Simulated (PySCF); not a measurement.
C2H7ClSi2, SMILES Cl[Si@@H]1CC[SiH2]1.

Geometry: PBE-D3(BJ)/def2-SVP. The structure was generated by enumeration; whether it is a known compound was not checked.

Method: PBE-D3(BJ)/def2-SVP in PySCF.

Frequencies are harmonic and unscaled.

```tsv
mode	ν (cm⁻¹)	IR (km/mol)	moving atoms (share of kinetic energy)
1	91	0.8	Si 28 %, C 25 %, H 25 %, Cl 22 %
2	139	0.9	Si 41 %, Cl 24 %, H 19 %, C 15 %
3	198	3.0	H 42 %, C 26 %, Si 20 %, Cl 11 %
4	300	2.0	C 32 %, H 26 %, Cl 21 %, Si 21 %
5	392	3.6	Si 61 %, H 29 %
6	432	11.2	H 71 %, Si 22 %
7	511	1.9	H 74 %, Si 21 %
8	542	85.9	Si 50 %, Cl 28 %, H 11 %, C 11 %
9	610	16.1	H 88 %
10	624	8.5	H 54 %, C 31 %, Si 13 %
11	660	15.4	H 41 %, C 35 %, Si 23 %
12	694	110.9	H 54 %, C 24 %, Si 22 %
13	733	107.2	H 64 %, C 27 %, Si 9 %
14	761	28.7	H 83 %, Si 14 %
15	832	68.2	H 70 %, C 23 %
16	897	73.0	H 94 %
17	923	2.2	C 62 %, H 38 %
18	976	11.0	H 96 %
19	1035	1.1	H 65 %, C 34 %
20	1138	3.3	H 64 %, C 35 %
21	1188	0.4	H 83 %, C 17 %
22	1368	7.6	H 94 %
23	1377	3.3	H 91 %, C 9 %
24	2144	102.3	H 97 %
25	2149	73.4	H 98 %
26	2166	113.7	H 96 %
27	2986	10.9	H 95 %
28	2988	7.3	H 95 %
29	3044	5.0	H 90 %, C 10 %
30	3054	5.1	H 90 %, C 10 %
```
